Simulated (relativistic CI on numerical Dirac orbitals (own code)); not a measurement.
One change at a time: Sb22+

Base calculation: Dirac-Coulomb-Breit CI, separate exchange-only KLI orbitals for each configuration, QED by a radiative potential, unscaled Slater integrals.

CI space (outside the closed core [Ar]): 3d10 4s, 3d10 4p, 3d10 4d, 3d10 4f, 3d10 5s, 3d10 5p, 3d10 5d, 3d10 5f, 3d10 5g, 3d10 6s, 3d10 6p, 3d10 6d, 3d9 4s2, 3d10 6f, 3d10 7s, 3d9 4s 4p, 3d10 8s, 3d9 4s 4d, 3d9 4s 4f, 3d9 4s 5s, 3d9 4s 5p, 3d9 4s 5d, 3d9 4s 5f. Double excitations out of closed p, d and f shells are left out; levels of such configurations are missing from the list, as are those of other unlisted configurations, and high levels can miss mixing partners.

The lowest level and the first level of each name with at least 55 % of one term (blank where a level has no safe partner in the second run):

```csv
Level,Base (eV),Shift (eV)
3d10 4s 2S_1/2,0.000,0.000
3d10 4p 2P°_1/2,46.727,+0.187
3d10 4p 2P°_3/2,59.809,+0.178
3d10 4d 2D_3/2,136.369,-0.011
3d10 4d 2D_5/2,138.878,-0.015
3d10 4f 2F°_5/2,219.410,-0.007
3d10 4f 2F°_7/2,219.683,-0.010
3d10 5s 2S_1/2,291.726,+0.027
3d10 5p 2P°_1/2,313.395,-0.006
3d10 5p 2P°_3/2,319.209,+0.003
3d10 5d 2D_3/2,354.132,-0.032
3d10 5d 2D_5/2,355.297,-0.030
3d10 5f 2F°_5/2,390.351,-0.031
3d10 5f 2F°_7/2,390.544,-0.029
3d10 5g 2G_7/2,403.000,-0.024
3d10 5g 2G_9/2,403.073,-0.024
3d10 6s 2S_1/2,430.449,+0.012
3d10 6p 2P°_1/2,442.176,-0.020
3d10 6p 2P°_3/2,445.290,-0.015
3d10 6d 2D_3/2,464.197,-0.031
3d10 6d 2D_5/2,464.841,-0.030
3d9 4s2 2D_5/2,472.437,+0.062
```

At this charge energies of transitions that change n are usually good to better than 1 %, and those within a shell (Δn = 0) to a few per cent.

Task: One thing was changed in a second run, which moved the levels as shown. Which?
A. QED terms removed
B. one mean potential for all configurations
C. Breit term removed
D. configuration mixing switched off

Result: D. Configuration mixing switched off. Without mixing, levels that were pushed by configurations of the same parity and J return to their single-configuration places.

LS names give the leading component of a level, which can be under half, so a name can repeat, a term be missing and a line seem to break the LS rules.
